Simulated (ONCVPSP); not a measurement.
**Before and after: ONCV potential for Ni**

nickel, optimised norm-conserving Vanderbilt (ONCV), made with ONCVPSP 4.0.1 (PBE, scalar-relativistic). Core [Ne], reference 3s2 3p6 3d8 4s1.5 4p0.5. Waves: 3s+4s: rc 1.45 bohr, ncon 4, nbas 7, qcut 9.8 1/bohr, 2 projectors; 3p+4p: rc 1.25 bohr, ncon 5, nbas 8, qcut 11.4 1/bohr, 2 projectors; 3d: rc 1.05 bohr, ncon 4, nbas 9, qcut 12 1/bohr, local. Local part: the d channel. Core correction: Teter function, parameters optimised by the program.

All-electron outer shells of the reference configuration (PBE, scalar-relativistic, ld1.x):

```csv
shell,level (eV),outermost node (bohr),outermost maximum (bohr)
2s,-982.83,0.07,0.21
2p,-845.68,–,0.16
3s,-112.11,0.30,0.64
3p,-72.44,0.27,0.65
3d,-9.90,–,0.63
4s,-6.31,0.92,2.21
4p,-1.71,1.00,3.10
```

Change: d: rc 1.12.

Cutoffs: the cutoffs (Ha) at which the residual kinetic energy of the hardest occupied pseudo-wave falls to 1 and 0.1 mHa per electron; they do not see the model core or the augmentation charge, which bear on the density cutoff. Errors are all-electron minus pseudo energies relative to the spin-unpolarised reference configuration.

Task: How do hardness, ghosts and transferability respond?

Result: The potential gets softer (69 Ha and 225 Ha → 65 Ha and 88 Ha); a bound ghost appears in s, which as a rule spoils a file; the errors of the 4 common tests hardly move. A larger radius leaves more room for a smooth pseudo-wave, so fewer plane waves are needed.

| quantity | base | changed |
| --- | --- | --- |
| cutoff, loose | 69 Ha | 65 Ha |
| cutoff, tight | 225 Ha | 88 Ha |
| loose cutoff by channel | s 18 Ha, p 42 Ha, d 69 Ha | s 18 Ha, p 42 Ha, d 65 Ha |
| bound ghosts | none | s |
| GHOST(+) flags under 300 eV | none | none |
| error for 3s2 3p6 3d8 4s2 4p0, meV [ΔE -2.25 eV] | +0.3 | +0.3 |
| error for 3s2 3p6 3d8 4s1 4p0, meV [ΔE 7.07 eV] | -0.7 | -0.5 |
| error for 3s2 3p6 3d8 4s0 4p0, meV [ΔE 24.42 eV] | -0.6 | -0.3 |
| error for 3s2 3p6 3d8 4s1 4p1, meV [ΔE 2.34 eV] | -0.5 | -0.3 |
| s: phases at 1.47 bohr within 0.05 rad from the reference energy up to (Ha; the scan ends near 5) | to the end of the scan | to the end of the scan |
| p: phases at 1.27 bohr within 0.05 rad from the reference energy up to (Ha; the scan ends near 5) | to the end of the scan | to the end of the scan |
| rms error of d²Exc/dni dnj with the model core, mHa | 0.79 | 0.76 |

 A true bound ghost makes a file unfit for plane-wave use even where its test errors are small: the radial tests pick states by their node count and pass the ghost by.
